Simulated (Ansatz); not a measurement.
`[F][Cd][O][SiH3]` + `[SiH3][O][GaH][Br]` → `[SiH3][O][Cd][Br]` + `[F][GaH][O][SiH3]`  (redistribution)

Computed with Ansatz on PBE0-D4/def2-TZVP structures; ΔE is electronic, products minus reactants. CBS: MP2 limit from def2 TZ/QZ plus the TZ coupled-cluster correction, frozen cores. DFT in def2-TZVPP. def2 core potentials past Kr. For Br, Cd, Ga outer-core shells are correlated without core-valence functions, which leaves a few kJ/mol of doubt a bond. Scalar relativity is left out up to krypton. One conformer a species, not always the lowest.

CCSD(T)/CBS gives -0.73 eV.

Another level gave -0.71 eV. Which?
A. r2SCAN0/def2-TZVPP
B. LC-ωPBE/def2-TZVPP
C. BLYP/def2-TZVPP
D. PBE-D4/def2-TZVPP

B. LC-ωPBE -0.71, r2SCAN0 -0.76, BLYP -0.66, PBE-D4 -0.62 eV.

Largest T1 diagnostic among the species: 0.016.

At CCSD(T), def2-SVP lies −0.14 eV from the extrapolated value and def2-TZVPP −0.01 eV. From BLYP to BHLYP (50 % exact exchange), in def2-TZVPP and without D4, ΔE moves by −0.15 eV. The D4 term adds +0.04 eV with B3LYP and +0.02 eV with PBE0; it sums over pairs of atoms, weighted by their polarisabilities, and B3LYP, whose exchange is more repulsive, gets the larger term.

B3LYP here is the variant with VWN-RPA as its local correlation; programs differ in this.
